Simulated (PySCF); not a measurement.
Simulation results for B₂H₅OSi, BCl₂H₂Si, BFH₄NSi

All values are calculated (PySCF 2.14.0). Calculation on a computer-drawn molecule: optimised geometry and harmonic frequencies of an isolated molecule of the commonest isotopes, restricted reference for singlets and unrestricted otherwise, frozen core in MP2.

Common to all runs: charge 1; multiplicity 1; basis cc-pV(D+d)Z.

(1) B₂H₅OSi

Start structure:
```xyz
9
B2H5OSi
B     -1.7967     0.0338    -0.3851
Si     0.1083    -0.2561    -0.3890
B      1.3066    -0.9909     0.8891
O      0.5698     0.0729    -1.8361
H     -2.7148    -0.7404    -0.7608
H     -2.2906     1.1808    -0.0936
H      1.5500    -2.1365     0.9533
H      1.9548    -0.3082     1.6104
H      1.5033     0.1261    -2.3229
```

- method: HF
- rotational constants: 7.152, 4.919, 3.071 GHz
- total energy: -415.7979 hartree
- convergence status largest gradient component: 2.887e-05 hartree/bohr

Drawn bonds:
```csv
atom,other atom,order
1,2,1
2,3,1
2,4,1
1,5,1
1,6,1
3,7,1
3,8,1
4,9,1
```

Optimised structure:
```xyz
9
B2H5OSi
B     -1.9187     0.0944    -0.3913
Si     0.0832    -0.2623    -0.5017
B      1.3630    -1.0094     0.9022
O      0.6485     0.1309    -1.9357
H     -2.6680    -0.7750    -0.7053
H     -2.2853     1.1632    -0.0184
H      1.5250    -2.1875     0.9583
H      1.9102    -0.2501     1.6378
H      1.5329     0.0773    -2.2805
```

Modes:
```csv
frequency (cm⁻¹),reduced mass (dalton)
130.3,1.018
160,1.117
161.6,3.161
207.5,2.363
236.2,3.767
487,1.113
540.7,4.829
604.8,1.175
676.7,3.065
728.2,1.457
748.9,1.445
922.6,1.468
949.4,1.425
1056,5.985
1211,1.124
1230,1.13
2735,1.047
2741,1.047
2854,1.13
2860,1.132
4103,1.069
```

(2) BCl₂H₂Si

Start structure:
```xyz
6
BCl2H2Si
B     -2.0981     1.3171     3.1835
Si    -0.4732     0.6808     2.3064
Cl    -0.5605    -0.3989     0.6866
Cl     1.2979     1.1246     2.9454
H     -2.5681     2.3094     2.9451
H     -2.6630     0.6420     4.0171
```

* method: HF
* rotational constants: 4.277, 2.549, 1.62 GHz
* total energy: -1233.5732 hartree
* convergence status largest gradient component: 2.984e-05 hartree/bohr

Drawn bonds:
```csv
atom,other atom,order
1,2,1
2,3,1
2,4,1
1,5,1
1,6,1
```

Optimised structure:
```xyz
6
BCl2H2Si
B     -2.1589     1.3196     3.2264
Si    -0.4673     0.6755     2.2860
Cl    -0.5469    -0.4096     0.6472
Cl     1.3244     1.1084     2.9724
H     -2.5974     2.3712     2.8921
H     -2.6188     0.6099     4.0600
```

Modes:
```csv
frequency (cm⁻¹),reduced mass (dalton)
143.8,4.063
155.3,1.019
203.7,18.33
204.3,4.629
477.6,8.812
683,1.315
731.1,11.71
734.2,20.31
941.3,1.371
1201,1.109
2754,1.043
2890,1.135
```

(3) BCl₂H₂Si

Start structure:
```xyz
6
BCl2H2Si
B     -2.1589     1.3196     3.2264
Si    -0.4673     0.6755     2.2860
Cl    -0.5469    -0.4096     0.6472
Cl     1.3244     1.1084     2.9724
H     -2.5974     2.3712     2.8921
H     -2.6188     0.6099     4.0600
```

- method: MP2
- rotational constants: 4.338, 2.504, 1.611 GHz
- total energy: -1233.9976 hartree
- convergence status largest gradient component: 1.28e-05 hartree/bohr

Drawn bonds:
```csv
atom,other atom,order
1,2,1
2,3,1
2,4,1
1,5,1
1,6,1
```

Optimised structure:
```xyz
6
BCl2H2Si
B     -2.1491     1.3157     3.2209
Si    -0.4661     0.6749     2.2852
Cl    -0.5642    -0.4129     0.6420
Cl     1.3235     1.1187     2.9877
H     -2.5936     2.3755     2.8865
H     -2.6154     0.6030     4.0618
```

Modes:
```csv
frequency (cm⁻¹),reduced mass (dalton)
128.4,4.036
160.4,1.019
190,4.577
193.1,18.47
475.5,9.019
645.3,1.322
723.1,10.82
731.5,18.17
907.7,1.383
1139,1.113
2683,1.044
2820,1.135
```

(4) BFH₄NSi

Start structure:
```xyz
8
BFH4NSi
B     -0.5892    -0.9076    -2.6091
Si    -0.0171     0.0933    -1.0587
N      0.8375     1.4046    -0.6497
F     -0.3848    -0.6647     0.2350
H      0.0261    -1.8236    -3.1655
H     -1.7138    -0.7556    -3.1054
H      1.1653     2.0839    -1.3466
H      1.0393     1.6807     0.2601
```

* method: HF
* rotational constants: 7.571, 5.535, 3.29 GHz
* total energy: -469.6401 hartree
* convergence status largest gradient component: 2.647e-05 hartree/bohr

Drawn bonds:
```csv
atom,other atom,order
1,2,1
2,3,1
2,4,1
1,5,1
1,6,1
3,7,1
3,8,1
```

Optimised structure:
```xyz
8
BFH4NSi
B     -0.6129    -0.9103    -2.6676
Si    -0.0304    -0.0120    -0.9312
N      0.7985     1.3716    -0.7161
F     -0.4151    -0.7216     0.4123
H      0.1347    -1.6908    -3.1584
H     -1.6783    -0.6207    -3.1035
H      1.1257     1.9567    -1.4673
H      1.0411     1.7381     0.1919
```

Modes:
```csv
frequency (cm⁻¹),reduced mass (dalton)
56.89,1.038
182.6,3.613
242.7,3.384
290.7,4.188
489.7,1.073
584.5,4.859
646.9,1.258
714.8,1.304
828.9,1.469
938.5,1.462
1010,5.336
1116,6.707
1218,1.122
1668,1.136
2760,1.044
2893,1.135
3722,1.052
3820,1.098
```
